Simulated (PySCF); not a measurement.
**A series of related molecules**

Method: TDA CAM-B3LYP/def2-TZVP excited states, vertical, gas phase in PySCF 2.14.0. Geometry: PBE0-D3(BJ)/def2-SVP.

Each molecule in one low-energy conformer.

Scalar relativity is left out, which matters for the atoms heavier than Zn.

Task: How does the vertical S1–T1 gap change along this series?
- Nc1ccc(Br)cc1 (H on C replaced by NH2)
- Sc1ccc(Br)cc1 (H on C replaced by SH)
- O=Cc1ccc(Br)cc1 (H on C replaced by CHO)

Result: 
| molecule | S1 (eV) | S1 from | f(S1) | T1 (eV) | T1 from | S1 − T1 (eV) | S0–T1 spin-orbit coupling (cm⁻¹) | S1–T1 spin-orbit coupling (cm⁻¹) |
| --- | --- | --- | --- | --- | --- | --- | --- | --- |
| Nc1ccc(Br)cc1 | 4.80 | HOMO→LUMO | 0.043 | 3.75 | HOMO→LUMO+1 | 1.04 | 4.14 | 0.42 |
| Sc1ccc(Br)cc1 | 4.89 | HOMO→LUMO | 0.014 | 3.68 | HOMO→LUMO+1 | 1.22 | 0.53 | 0.34 |
| O=Cc1ccc(Br)cc1 | 3.91 | HOMO−1→LUMO | 0.000 | 3.37 | HOMO−1→LUMO | 0.55 | 55.27 | 0.09 |

The vertical S1–T1 gap is lowest for O=Cc1ccc(Br)cc1 and highest for Sc1ccc(Br)cc1.
